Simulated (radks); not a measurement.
The numbers below are computed, except where a source is named.
Problem. Species: Mn+. Configuration: [Ne] 3s2 3p4 3d5 4s1 5s2 (not the ground configuration). Code: a radial shooting solver on a logarithmic mesh with Libxc functionals. Model: Dirac Kohn-Sham, PBE, spin-unpolarised, spherical densities, point nucleus; open shells are shared between the two j in proportion to 2j + 1. Some entries of the table are withheld. Estimate them.

orbital     occ.  eigenvalue (eV)  <1/r> (bohr^-1)  <r^2> (bohr^2)
1s1/2          2        -6471.554            24.93             (1)
2s1/2          2        -782.2132            5.330         0.09197
2p1/2          2              (2)            5.274         0.07373
2p3/2          4              (3)            5.187         0.07538
3s1/2          2        -119.6833            1.701          0.7978
3p1/2    1.33333              (4)              (5)          0.8779
3p3/2    2.66667              (6)              (7)          0.8936
3d3/2          2         -38.0566            1.302             (8)
3d5/2          3         -37.8984            1.298             (9)
4s1/2          1         -22.0874           0.5815           5.977
5s1/2          2             (10)           0.2478           30.89

Solution. 
(1) 1s1/2 <r^2> (bohr^2): 0.004986
(2) 2p1/2 eigenvalue (eV): -676.0105
(3) 2p3/2 eigenvalue (eV): -665.5347
(4) 3p1/2 eigenvalue (eV): -88.8047
(5) 3p1/2 <1/r> (bohr^-1): 1.587
(6) 3p3/2 eigenvalue (eV): -87.4407
(7) 3p3/2 <1/r> (bohr^-1): 1.568
(8) 3d3/2 <r^2> (bohr^2): 1.187
(9) 3d5/2 <r^2> (bohr^2): 1.194
(10) 5s1/2 eigenvalue (eV): -6.9213
